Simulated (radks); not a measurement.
Question: These are the eigenvalues of the occupied orbitals of an atom or ion with whole-number occupations (hartree). All-electron calculation, scalar-relativistic Kohn-Sham, SCAN, spin-polarised, spherical densities, finite nucleus; meta-GGA in the generalised Kohn-Sham scheme; Fermi nuclear charge, rms radius of each element as measured or else 0.836 A^(1/3) + 0.57 fm. Program: a radial shooting solver on a logarithmic mesh with Libxc functionals.

1s: -703.0788
2s: -107.4288
2p: -96.92167
3s: -26.12745
3p: -22.63465
3d: -16.97241

Which element is it, and in what charge state? The configuration may be excited. Open shells, if any, are filled with parallel spins first.

Answer: Z = 41, niobium, charge +13: Nb13+ in [Ar] 3d10. The list shows which subshells hold electrons but not how many an open one holds; the 1s level, -703.08 hartree, gives Z - s = 37.5 by -(Z - s)^2/2, which with screening and relativity narrows Z to a few neighbours, and the depths of the outer levels then fix element, charge and occupations together.
